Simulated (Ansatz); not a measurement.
Stepwise reaction of `[Cl][Sn]([Cl])([Br])[Br]` with hydrogen fluoride, as a gas-phase model of exchange steps in deposition or etching. ΔE in kJ/mol; ΔG adds harmonic PBE0-D4 terms to CCSD(T)/CBS, at 1 bar.

Isolated molecules relaxed with PBE0-D4/def2-TZVP in Ansatz; ΔE leaves out vibrations. CCSD(T)/CBS adds triple-zeta CCSD(T) − MP2 to the extrapolated MP2 energy (def2 sets, frozen cores). This one scheme is used for every species. DFT in def2-TZVPP. B3LYP here is the variant with VWN-RPA as its local correlation; programs differ in this. Elements past krypton have def2 core potentials. For Br, Sn outer-core shells are correlated without core-valence functions, which leaves a few kJ/mol of doubt a bond. Scalar relativity is left out up to krypton.

```
step                                                            reaction  PBE-D4  B3LYP-D4  ωB97M-V  CCSD(T)/CBS  ΔG(400 K)
   1  `[Cl][Sn]([Cl])([Br])[Br]` + H–F → `[F][Sn]([Cl])([Cl])[Br]` + HBr    49.4      49.8     47.8         56.5       45.9
   2    `[F][Sn]([Cl])([Cl])[Br]` + H–F → `[F][Sn]([F])([Cl])[Cl]` + HBr    52.5      52.6     50.5         58.1       52.2
```

Task: By hand: ΔE of the 2 steps together at CCSD(T)/CBS.

Result: (56.5) + (58.1) = 114.6 kJ/mol, or 57.3 kJ/mol a step.

In ΔE the steps differ by no more than 1.6 kJ/mol. All are uphill at CCSD(T)/CBS. ΔG lies between 45.9 and 52.2 kJ/mol a step. PBE-D4 differs from CCSD(T)/CBS by -7.1 to -5.6 kJ/mol a step. Only this route is followed, and other bonds may react first. Isolated molecules leave out the surface, adducts and barriers. Largest T1 diagnostic: 0.013.
